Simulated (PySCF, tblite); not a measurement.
Compound: C6H13N3Si.
Atom-mapped SMILES: `[CH3:1][CH2:2][C@@H:3]([CH3:4])[n:5]1[cH:6][c:7]([SiH3:8])[n:9][n:10]1` (hydrogens: H11, H12, H13 on C1; H14, H15 on C2; H16 on C3; H17, H18, H19 on C4; H20 on C6; H21, H22, H23 on Si8)

Computed geometry: GFN2-xTB, gas phase.

Problem. What internal coordinates does the optimisation give?

Solution. 
| bond | length (Å) | order |
| --- | --- | --- |
| C1–C2 | 1.524 | single |
| C2–C3 | 1.533 | single |
| C3–C4 | 1.527 | single |
| C3–N5 | 1.444 | single |
| N5–C6 | 1.349 | aromatic |
| C6–C7 | 1.382 | aromatic |
| C7–Si8 | 1.870 | single |
| C7–N9 | 1.357 | aromatic |
| N9–N10 | 1.276 | aromatic |
| N5–N10 | 1.330 | aromatic |
| C1–H11, C1–H12, C1–H13 | 1.088 | single |
| C2–H14 | 1.091 | single |
| C2–H15 | 1.091 | single |
| C3–H16 | 1.097 | single |
| C4–H17, C4–H18, C4–H19 | 1.087 | single |
| C6–H20 | 1.070 | single |
| Si8–H21, Si8–H22, Si8–H23 | 1.465 | single |

Bonds in one row agree within 0.01 Å and their mean is given. Orders are formal, as drawn. A selection of angles:
| angle | degrees |
| --- | --- |
| C1–C2–C3 | 112.1 |
| C2–C3–C4 | 111.5 |
| C2–C3–N5 | 109.5 |
| C4–C3–N5 | 109.1 |
| C3–N5–C6 | 129.0 |
| C3–N5–N10 | 121.6 |
| C6–N5–N10 | 109.4 |
| N5–C6–C7 | 105.3 |
| C6–C7–Si8 | 131.0 |
| C6–C7–N9 | 106.5 |
| Si8–C7–N9 | 122.5 |
| C7–N9–N10 | 109.9 |
| N5–N10–N9 | 109.0 |

Dihedral angles: C1–C2–C3–C4 174° (antiperiplanar); C2–C3–N5–C6 120° (anticlinal).

The C–N distances run from 1.349 Å (N5–C6, aromatic) to 1.444 Å (C3–N5, drawn single), a spread of 0.095 Å. N10 (pyridine-type nitrogen) is bent (angle 109.0°). N5 (pyrrole-type nitrogen) is planar (angles 129.0°, 121.6° and 109.4°, sum 360.0°, 0.00 Å off the plane of its three neighbours). Si8 (SiH3 silicon) is tetrahedral (angles from 106.6° to 111.0°). The 5-membered ring N5–C6–C7–N9–N10 has internal angles of 105.3° to 109.9°; it is planar, 0.00 Å rms from its mean plane, widest ring torsion 0°. The 4 C–C bonds span 1.382 Å (C6–C7, aromatic) to 1.533 Å (C2–C3, drawn single), a spread of 0.151 Å. Of the pairs four or more bonds apart, N10···H14 is among the closest relative to their van der Waals radii: 2.62 Å, 95 % of the sum of Bondi's values.

Point group: C1 (no symmetry element, even within 0.4 Å). Its GFN2-xTB frequencies are all real (lowest 18 cm⁻¹). The numbers are those of one conformer.
